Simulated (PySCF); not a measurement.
# ZrF₂, triplet: computed properties

These are results of UPBE0/[Zr def2-TZVP with ECP28, F def2-TZVP], scalar-relativistic core potentials, density fitting, no spin–orbit coupling, PySCF, not measurements.

The structure is a minimum.

```
Point group                                                                   : C2v
Bond lengths                                                                  : Zr–F 1.909 Å (×2)
Bond angles                                                                   : F–Zr–F 133.9°
Zero-point energy                                                             : 8.4 kJ/mol
Rotational constants                                                          : 1.13, 0.1437, 0.1275 cm⁻¹
Enthalpy at 298.15 K above 0 K                                                : 12.47 kJ/mol
Dipole moment                                                                 : 1.70 D
Highest occupied level (α)                                                    : -5.45 eV
Rotational symmetry number                                                    : 2
Entropy at 298.15 K and 1 bar (electronic part: spin only)                    : 288.9 J/(mol K)
Heat capacity Cp at 298.15 K                                                  : 49.2 J/(mol K)
Principal polarisabilities                                                    : 47.7, 73.3, 84.6 bohr³
Spin squared ⟨S²⟩                                                             : 2.003
Atomisation energy without zero-point energy                                  : 1263 kJ/mol
Lowest empty level (α)                                                        : -2.46 eV
Principal quadrupole moments (Buckingham, traceless) about the centre of mass : -9.14, 4.24, 4.91 D Å
```

Harmonic modes (masses in u: Zr 89.905, F 18.998):
```
symmetry  ω (cm⁻¹)  IR (km/mol)  μ (u)
      a1       118          9.0  23.06
      a1       639         54.3  20.17
      b2       653          193  23.98
```

In C2v the vibrations span 2a1 + b2. Here b1 is antisymmetric to the molecular plane and b2 lies in it.

Charges (e):
```csv
atom,Mulliken,Löwdin,polar tensor,spin (Mulliken),Mayer order to Zr1
Zr1,0.95,0.55,1.24,2.04,–
"F2,3",-0.47,-0.27,-0.62,-0.02,0.92
```

Mulliken populations on Zr1 (electrons outside its core potential): s 2.71, p 6.20, d 2.06, f 0.08.

Formally Zr is in oxidation state +2, d2, with 2 unpaired electrons (the high-spin count). The Mulliken spin on Zr is 2.04. The polar-tensor charge on Zr, 1.24, is below the formal one.

Only a few start shapes were tried, so a lower isomer may exist. Open d and f shells are described by one determinant, and the ground state may have another occupation or spin.

The final relaxation and frequency run took 32 s on 4 threads of a shared Intel Xeon 6975P-C (Granite Rapids) host, with 102 basis functions and 11 gradients; the process peaked at 0.96 GiB. Launch command: `OMP_NUM_THREADS=4 python axn.py task.json out`.
